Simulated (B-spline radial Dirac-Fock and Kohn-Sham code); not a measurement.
# Ho⁺: scattering cross sections and density moments

System: the Ho⁺ ion in the configuration [Xe] 4f11 6s1.

Method: Dirac-Fock densities. Computed with a B-spline atomic structure program.

| Property | Result |
| --- | --- |
| Sum of ⟨r⟩ | 39.55 bohr |
| Sum of ⟨r²⟩ | 54.41 bohr² |
| Sum of ⟨1/r⟩ | 465.21 per bohr |
| Langevin diamagnetic susceptibility | -43.1 × 10⁻⁶ cm³/mol |
| Lamb shielding (α²/3)Σ⟨1/r⟩ | 8258 ppm |

Coherent scattering is the Thomson cross section weighted by f₀², without anomalous dispersion; incoherent scattering is Klein-Nishina weighted by S. The Lamb formula is the non-relativistic shielding expression. Electron correlation is left out.

```
hν (keV)  coherent (b)  incoherent (b)  incoherent per electron (b)
       1          2794          0.9538                       0.0145
       2          2565           2.656                       0.0402
       5          1811           7.643                        0.116
  8.0478          1281           11.54                        0.175
      10          1049           13.53                        0.205
      20         481.5           20.59                        0.312
     200         12.24           25.17                        0.381
    1000        0.5641           13.83                        0.210
```

Incoherent scattering overtakes coherent scattering between 20 and 200 keV.
